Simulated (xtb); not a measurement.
Ga(Cl)2(SH) (Cl2GaHS), SMILES [SH][Ga]([Cl])[Cl]. All values are semi-empirical tight-binding results from xtb (GFN2-xTB unless named), good for trends rather than for accurate numbers. Geometry optimised at GFN2-xTB. One conformer was computed; it need not be the lowest.

For metal compounds this method's bond lengths and energies can be far off.

```yaml
point_group_as_xtb_finds_it: Cs
orbital_gap: 3.32 eV
zero_point_energy: 6.6 kcal/mol
G − E(el) at 298.15 K (modified RRHO): -14.1 kcal/mol
```
